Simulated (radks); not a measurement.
All-electron atom: Pt2+ in [Xe] 4f14 5d7 6s1 (not the ground configuration).

All-electron calculation, scalar-relativistic Kohn-Sham, LDA (Slater exchange, Perdew-Wang correlation), spin-unpolarised, spherical densities, point nucleus. Program: a radial shooting solver on a logarithmic mesh with Libxc functionals.

Energy parts (eV):
part                       energy
total                  -500743.57
kinetic                 558477.24
electron-nucleus      -1242880.68
Hartree                 192995.16
exchange-correlation     -9335.29

Orbitals (lengths in bohr, moments of r in powers of bohr; <r^-3> diverges for s and p1/2):
| orbital | occ. | eigenvalue (eV) | <r^4> | <1/r> | <r^2> | <r^-3> |
|---|---|---|---|---|---|---|
| 1s | 2 | -78400.47 | 4.523e-07 | 93.95 | 0.0004064 | - |
| 2s | 2 | -13794.70 | 0.00006665 | 22.01 | 0.006206 | - |
| 2p | 6 | -11961.96 | 0.00005370 | 19.66 | 0.005204 | 24230 |
| 3s | 2 | -3258.916 | 0.002420 | 8.157 | 0.04009 | - |
| 3p | 6 | -2725.336 | 0.002646 | 7.461 | 0.04110 | 5512 |
| 3d | 10 | -2146.076 | 0.002034 | 7.030 | 0.03403 | 689.9 |
| 4s | 2 | -719.1097 | 0.05480 | 3.493 | 0.1947 | - |
| 4p | 6 | -544.0847 | 0.07327 | 3.157 | 0.2223 | 1320 |
| 4d | 10 | -331.5910 | 0.1025 | 2.826 | 0.2537 | 143.8 |
| 4f | 14 | -95.2894 | 0.2193 | 2.391 | 0.3239 | 27.18 |
| 5s | 2 | -126.7056 | 1.478 | 1.426 | 1.008 | - |
| 5p | 6 | -80.4403 | 2.754 | 1.213 | 1.351 | 222.2 |
| 5d | 7 | -28.7130 | 12.60 | 0.8578 | 2.695 | 13.79 |
| 6s | 1 | -23.8578 | 63.73 | 0.5241 | 6.585 | - |

The highest occupied level is 6s at -23.858 eV. The density falls to 0.001 e/bohr^3 at r = 3.77 bohr. Summed over all electrons, <r^2> = 45.08 bohr^2, which gives a Langevin (diamagnetic) susceptibility term of -35.7 x 10^-6 cm^3/mol.
